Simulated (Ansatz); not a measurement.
Worked example: C2H5FSn + CH3NO → C2H7NSn + CHFO

Species: C2H5FSn `C[CH2][Sn][F]`, singlet; CH3NO (formamide) `NC=O`, singlet; C2H7NSn `C[CH2][Sn][NH2]`, singlet; CHFO (formyl fluoride) `O=CF`, singlet. The partners trade F for NH2: Sn–F and C–NH2 bonds give way to Sn–NH2 and C–F.

Shapes, held fixed at every level: PBE0-D4/def2-TZVP. Flexible molecules stand in one conformer, not always the lowest. Programs: Ansatz 0.2.0. The zero-point and thermal change to 298 K, harmonic and unscaled (PBE0-D4/def2-TZVP), is -2.4 kJ/mol.

At CCSD(T)/def2-TZVPP; 1 Eh = 2625.50 kJ/mol:

| species | energy (Eh) |
| --- | --- |
| C2H5FSn | -392.502730 |
| CH3NO | -169.647700 |
| C2H7NSn | -348.614554 |
| CHFO | -213.505427 |

Problem. Work out ΔH(298 K) of the reaction at this level.

Solution. 
1. Products less reactants: (-348.614554) + (-213.505427) − [(-392.502730) + (-169.647700)] = 0.030449 Eh = +79.9 kJ/mol.
2. With the thermal change: +79.9 + (-2.4) = +77.5 kJ/mol.

Other levels give +81.0 (CCSD/def2-TZVPP) to +98.7 kJ/mol (HF/def2-TZVPP). No measured value is set beside it here. For atoms past krypton def2 sets carry core potentials with scalar relativity. Outer-core shells of Sn are correlated in most correlated rows, in sets that cover them unevenly. CCSD(T)/def2-TZVPP lies outside the range of all other levels here, so it shouldn't be taken on trust. The median of the other levels is +92.2 kJ/mol.
